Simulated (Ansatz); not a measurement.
`O[Si@H](F)[Si@H](O)F` at its PBE0-D4/def2-TZVP geometry, where that method's forces vanish. The species carries charge 0 and has multiplicity 1.

```xyz
10

O     1.9613    0.3398   -0.5040
Si    0.4340    0.5063   -1.0751
F     0.1041    2.0485   -1.3564
Si   -1.1133   -0.2711    0.5362
O    -0.3100   -0.9111    1.8135
F    -2.0264   -1.3831   -0.1681
H     2.1626    0.6824    0.3688
H     0.4265   -0.2009   -2.3746
H    -2.0130    0.7503    1.1161
H     0.3742   -1.5612    1.6437
```

Task: What forces (eV/Å) does r2SCAN-D4/def2-TZVPP give on these atoms in Ansatz? (Best estimate.)

Result: The calculation gave: 
```
O1   0.083 -0.015 -0.006
Si2 -0.094 -0.055 -0.005
F3  -0.005  0.071 -0.022
Si4  0.005  0.086 -0.066
O5   0.012 -0.018  0.082
F6  -0.048 -0.052 -0.021
H7   0.002  0.001  0.027
H8   0.008  0.005  0.015
H9   0.013 -0.012  0.002
H10  0.025 -0.011 -0.006
```
